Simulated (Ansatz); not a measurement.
The same path of CH5N + FH3Si (12 atoms, charge 0, multiplicity 1) was run 3 times with different band settings. Lost on the way: Si1–F2, H6–N7. Made: Si1–N7, F2–H6.

Computed with RKS B3LYP-D4/def2-SVP (Ansatz).

Relaxed end points:

```xyz
12
Properties=species:S:1:pos:R:3
Si -1.645 0.717 0.288
F -0.705 0.659 1.634
H -0.999 1.395 -0.866
H -2.746 1.637 0.731
H -2.312 -0.573 -0.033
H 0.280 -1.590 0.421
N 0.352 -0.867 -0.296
C 1.632 -0.169 -0.194
H 0.256 -1.336 -1.198
H 1.688 0.319 0.790
H 1.678 0.624 -0.958
H 2.522 -0.815 -0.319
```

```xyz
12
Properties=species:S:1:pos:R:3
Si -1.333 0.543 -0.344
F -0.386 -1.175 2.172
H -1.431 1.344 -1.605
H -1.247 1.477 0.806
H -2.507 -0.363 -0.252
H -0.147 -1.081 1.249
N 0.112 -0.484 -0.301
C 1.442 0.128 -0.222
H 0.088 -1.256 -0.967
H 1.469 0.826 0.628
H 1.733 0.684 -1.133
H 2.206 -0.643 -0.033
```

Common settings: optimiser quadratic models (default); start path through a guess of the saddle point; force threshold 0.05 eV/Å; iteration limit 60; end points relaxed.

| run | movable images | climbing image | spring |
| --- | --- | --- | --- |
| 1 | 5 | yes | 5.0 eV/Å² |
| 2 | 5 | yes | 0.5 eV/Å² |
| 3 | 8 | no | 5.0 eV/Å² |

Q: What does each run give, and how far can it be trusted?

A: Run 1: converged after 16 iterations, highest image 1.207 eV above the first end. A vibrational analysis at the climbing image gives one clearly imaginary mode, 658i cm⁻¹: a first-order saddle point.
Run 2: converged after 18 iterations, highest image 1.207 eV above the first end. Another band between the same ends (5 images) ends at a top of the same energy, where a vibrational analysis finds 1 clearly imaginary mode.
Run 3: converged after 17 iterations, highest image 1.030 eV above the first end. No image climbed, so the highest image needn't sit at the top of the path.
The orbitals stay closed-shell, which can raise the energy where a bond breaks towards radicals; this wasn't checked here.
